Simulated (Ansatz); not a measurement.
```xyz
8

O     1.121   -0.354   -1.202
In    1.990   -1.972   -0.319
Si   -0.875    0.463    0.678
H     1.366    0.033   -2.044
H    -0.165   -0.747    1.186
H     0.052    1.609    0.555
H    -1.887    0.804    1.722
H    -1.602    0.165   -0.576
```

Total charge 0; spin multiplicity 1. In: def2 effective core potential. The bonds changed during the relaxation, so this is another structure than the one it started from.

Task: List the ωB97M-V/def2-TZVPP orbital energies in eV (Ansatz 0.2.0). (An estimate is asked.)

Result: The calculation gave: Occupied: -1806.50, -524.70, -147.58, -130.71, -101.70, -101.69, -101.67, -87.06, -87.04, -86.79, -28.78, -23.52, -23.52, -23.34, -23.30, -23.22, -17.56, -15.15, -12.15, -11.81, -11.80, -11.09, -10.41, -8.96. Lowest empty: 0.02, 0.08, 1.16, 2.54, 3.12, 3.14, 3.30, 3.53.
